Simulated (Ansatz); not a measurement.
Two isomers of C2H7NOSi: A = `C[Si@H]1O[C@@H]1N`, B = `N[Si]1(O)CC1`.

Program: Ansatz. Geometries: PBE0-D4/def2-TZVP. ΔE: electronic, gas phase. CCSD(T)/CBS is the MP2 limit (def2-TZVPP, def2-QZVPP) plus CCSD(T) − MP2 in def2-TZVPP, frozen cores. DFT in def2-TZVPP. B3LYP here is the variant with VWN-RPA as its local correlation; programs differ in this. Each species was taken in one conformer, which may not be the lowest.

Question: Which isomer does CCSD(T)/CBS put lower? Give the gap. (Best estimate.)

Answer: Computed: B, by 34.3 kcal/mol.

Question: Give E(B) − E(A) in kcal/mol with B3LYP-D4, HF/def2-TZVPP, r2SCAN-D4, CCSD(T)/def2-SVP, BLYP-D4, B2PLYP, LDA (SPW92). (Best estimate.)

Answer: The calculation gave: B3LYP-D4 -31.7, HF/def2-TZVPP -36.2, r2SCAN-D4 -32.0, CCSD(T)/def2-SVP -27.7, BLYP-D4 -28.7, B2PLYP -32.6, LDA (SPW92) -30.3. None reverses the order clearly.

Question: Does the order hold for the free energy at 298.15 K (harmonic terms from PBE0-D4)? (An estimate is asked.)

Answer: Computed: Yes: G(B) − G(A) = -33.7 kcal/mol, for one conformer each.

Largest T1 diagnostic: 0.013.

From r2SCAN to r2SCAN0 (25 % exact exchange), in def2-TZVPP and without D4, E(B) − E(A) moves by −2.6 kcal/mol. In def2-TZVPP, CCSD(T) changes the Hartree–Fock value by +2.6 kcal/mol (the triples alone add +1.1 kcal/mol) and MP2 by +0.8 kcal/mol.
